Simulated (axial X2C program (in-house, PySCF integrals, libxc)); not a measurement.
# Working with the constants of MgNi

A bond curve at the PBE0 level, 2c, was computed with an in-house relativistic program for diatomic molecules (basis Ni dyall-cv3z [9s9p6d3f2g], Mg dyall-cv3z [9s8p6d3f] (cores contracted in-house)) for the state Ω = 3 (⟨Sz⟩ = 1.00, ⟨Lz⟩ = 2.00 at PBE0). Its fit gives Re = 2.4663 Å, ωe = 249.1 cm⁻¹, ωexe = 1.65 cm⁻¹ and αe = 1.334e-03 cm⁻¹; the masses are 57.9353 and 23.9850 u. Two-component means X2C with spin–orbit coupling and atomic mean-field Coulomb and Gaunt terms.

(1) Find the reduced mass, Be and the force constant.

(2) Where do the fundamental and the first overtone lie?

(3) Estimate the centrifugal constant by the Kratzer relation.

(4) A Morse curve ties αe to the other constants (Pekeris). How well does that hold?

(5) The dipole moment p changes by 1.17 D/Å at Re. What harmonic infrared intensity follows?

The state is one determinant whose occupation by symmetry is held fixed; it was picked as the lowest of a PBE0 search that is not exhaustive. Density functionals use the spin component along the axis (collinear). Without a current term, density functionals place determinants with orbital angular momentum somewhat too high. With several unpaired electrons one determinant need not be a pure state. A state of lower Ω lies just above, and one determinant can place such states too high, so the state shown need not be the lowest. The search has Ω = 1 only 0.05 eV up. The lowest spin-free determinant has another configuration (M_S = 1, Λ = 0), so the order of states is uncertain and this need not be the ground state.

Results:

(1) From the PBE0 values: μ = 16.9626 u. Be = 16.8576/(μ Re²) = 0.1634 cm⁻¹. k = 5.8918×10⁻⁷ μ ωe² = 0.62 mdyn/Å.

(2) ν(1←0) = ωe − 2ωexe = 245.8 cm⁻¹; ν(2←0) = 2ωe − 6ωexe = 488.3 cm⁻¹.

(3) D = 4Be³/ωe² = 2.81e-07 cm⁻¹.

(4) αe(Morse) = 6Be²/ωe × (√(ωexe/Be) − 1) = 1.400e-03 cm⁻¹; the PBE0 curve gives 1.334e-03 cm⁻¹, a ratio of 1.05.

(5) I = 42.256 × (dp/dR)²/μ = 3.4 km/mol.
